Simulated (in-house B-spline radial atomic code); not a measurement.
Ionising the erbium ion Er³⁺ with different functionals

Computed with a radial B-spline atomic code at the basis-set limit: scalar-relativistic (spin-free X2C) Hamiltonian, Fermi nucleus of rms radius 5.2516 fm, spin-polarised at highest spin, spherical fractional occupations for the functionals, and exact exchange of hybrids averaged over the configuration. The ionisation energy is the difference of two self-consistent energies, [Xe] 4f11 → [Xe] 4f10, without Breit or QED terms; ε is the level of the shell that loses the electron (its least bound occupied spin orbital). There is no spin-orbit coupling in this Hamiltonian.

```csv
method,rung,ΔSCF (eV),-ε(4f) (eV)
PBE0,global hybrid,43.04,37.06
B3LYP,global hybrid,?,?
TPSSh,global hybrid,43.31,35.01
BHandHLYP,global hybrid,?,?
r2SCAN0,global hybrid,42.59,36.64
B97-1,global hybrid,43.16,36.55
HSE06,range-separated hybrid,42.97,36.57
wB97X,range-separated hybrid,43.02,39.29
CAM-B3LYP,range-separated hybrid,43.19,38.47
LC-wPBE,range-separated hybrid,43.62,39.39
```

(1) What does BHandHLYP give?

(2) What does B3LYP give?

(3) Among the functionals, which spreads more, the ΔSCF values or the orbital energies?

(4) How do they compare with the NIST value?

Answers

(1) ΔSCF 41.93 eV, and -ε(4f) = 39.89 eV.

(2) ΔSCF 43.27 eV, and -ε(4f) = 36.51 eV.

(3) The orbital energies: ΔSCF values span about 1.69 eV and the orbital energies 4.89 eV.

(4) NIST lists 42.42 eV ± 0.04 (semi-empirical, ground level to ground level). Errors run from -0.49 to +1.20 eV; r2SCAN0 is closest (+0.17 eV), but part of that can be cancellation, since the calculations leave out spin-orbit coupling, Breit-QED terms, multiplet and fine-structure energies.
